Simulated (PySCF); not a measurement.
# Which determinant of CaP lies lowest?

Unrestricted PBE0; Ca def2-SVPD, P def2-SVPD; no relativity (PySCF 2.14). Outer shells of the fragments: Ca 4s2; P 3s2 3p3.

Followed along the bond (rough minima from three points):

```tsv
2Ms+1	unpaired	⟨S²⟩ at the start	R at minimum (Å)	Te (eV)
4	σ ↑, π ↑↑	3.76	2.76	0.00
2	π ↑	1.08	2.52	0.04
2	σ ↓, π ↑↑	1.76	2.75	0.05
2	σ ↑, π ↑↓	1.76	2.75	0.35
4	σ ↑↑, π ↑	3.76	2.60	0.68
```

Solutions found at the starting distance of 2.655 Å, counted from the lowest of them; the search is not exhaustive and high or unbound solutions are not listed, so other states can lie among these:

| 2Ms+1 | unpaired | term | E (eV) | ⟨S²⟩ | ⟨Lz²⟩ | μ (D) |
| --- | --- | --- | --- | --- | --- | --- |
| 4 | σ ↑, π ↑↑ | ⁴Σ⁻ | 0.00 | 3.76 | 0.00 | -3.24 |
| 2 | σ ↓, π ↑↑ | mixed | 0.05 | 1.76 | 0.00 | -3.31 |
| 2 | π ↑ | mixed | 0.09 | 1.08 | 1.01 | -6.87 |
| 2 | σ ↑, π ↑↓ | mixed | 0.35 | 1.76 | 2.02 | -3.24 |
| 4 | σ ↑↑, π ↑ | ⁴Π | 0.66 | 3.76 | 1.02 | -3.24 |
| 2 | σ ↑ | ²Σ⁺ | 1.18 | 0.75 | 0.00 | -10.74 |

A term symbol is given only where ⟨S²⟩ and ⟨Lz²⟩ are close to those of a pure state; real π, δ and φ orbitals otherwise mix terms. A positive dipole means Ca(−)P(+).

Task: Compare the gap between the two lowest followed solutions at the starting distance with the gap between their minima.

Result: At PBE0 the second solution (Ms = 0.5 of mixed spin, unpaired electrons π ↑) lies +0.09 eV from the first (quartet, unpaired electrons σ ↑, π ↑↑) at 2.655 Å and +0.04 eV at the minima; the two curves relax by different amounts, since their minima lie near 2.52 and 2.76 Å. A gap this small is a tie at this level.
